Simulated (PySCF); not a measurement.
TaBr3, SMILES [Br][Ta]([Br])[Br] (connectivity only; charge and spin as stated), neutral, multiplicity 3.

The structure is a stationary point at PBE0-D3(BJ)/def2-SVP. The spin state was assumed, not searched. The def2 effective core potentials stand for the cores of Ta; spin–orbit coupling is left out.

Calculation: PBE0-D3(BJ)/def2-SVP in PySCF 2.14.0.

Frequencies are harmonic and unscaled.

Computed harmonic wavenumbers and intensities:
| mode | ν (cm⁻¹) | IR (km/mol) | moving atoms (share of kinetic energy) |
|---|---|---|---|
| 1 | 24 | 5.0 | Br 78 %, Ta 22 % |
| 2 | 51 | 1.3 | Ta 57 %, Br 43 % |
| 3 | 63 | 0.0 | Br 88 %, Ta 12 % |
| 4 | 235 | 0.0 | Br 100 % |
| 5 | 247 | 81.4 | Br 65 %, Ta 35 % |
| 6 | 293 | 49.6 | Br 55 %, Ta 45 % |
